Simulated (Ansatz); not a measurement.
Reactions of `[CH3][Al]([SiH3])[Br]`.

Isolated molecules relaxed with PBE0-D4/def2-TZVP in Ansatz; ΔE leaves out vibrations. CCSD(T)/CBS adds triple-zeta CCSD(T) − MP2 to the extrapolated MP2 energy (def2 sets, frozen cores). This one scheme is used for every species. def2 core potentials past Kr. For Br, Ga, Te outer-core shells are correlated without core-valence functions, which leaves a few kJ/mol of doubt a bond. Scalar relativity is left out up to krypton. Each species was taken in one conformer, which may not be the lowest.

```json
{"reaction": "`[CH3][Al]([SiH3])[Br]` + `C=[C](O)[GaH2]` → `[CH3][Al]([GaH2])[Br]` + `C=C(O)[SiH3]`", "MP2/CBS(def2) (kJ/mol)": "-10"}
{"reaction": "`[CH3][Al]([SiH3])[Br]` + `CC(Cl)(Cl)Cl` → `[CH3][Al]([Cl])[Br]` + `CC([SiH3])(Cl)Cl`", "MP2/CBS(def2) (kJ/mol)": "-238"}
{"reaction": "`[CH3][Al]([SiH3])[Br]` + `CC(Cl)CCl` → `[SiH3][AlH][Br]` + `CCC(Cl)CCl`", "MP2/CBS(def2) (kJ/mol)": "50"}
{"reaction": "`[CH3][Al]([SiH3])[Br]` + `CC[TeH]` → `CC[Te][SiH3]` + `[CH3][AlH][Br]`", "MP2/CBS(def2) (kJ/mol)": "-65"}
{"reaction": "`[CH3][Al]([SiH3])[Br]` + `OBF` → `[CH3][Al]([SiH3])[BH]O` + `FBr`", "MP2/CBS(def2) (kJ/mol)": "646"}
{"reaction": "`[CH3][Al]([SiH3])[Br]` + `[SiH3]C(Br)Br` → `[CH3][Al]([SiH3])[SiH3]` + `BrC(Br)Br`", "MP2/CBS(def2) (kJ/mol)": "258"}
{"reaction": "`[CH3][Al]([SiH3])[Br]` + `O[Si](F)(Cl)Br` → `O[Si](F)([SiH3])Cl` + `[CH3][Al]([Br])[Br]`", "MP2/CBS(def2) (kJ/mol)": "-70"}
```

Problem. Give the CCSD(T)/CBS values in the same order. (Best estimate.)

Solution. Computed: -10, -228, 48, -52, 619, 249, -68 kJ/mol.

Largest T1 diagnostic: 0.014, for `[CH3][Al]([SiH3])[BH]O`.
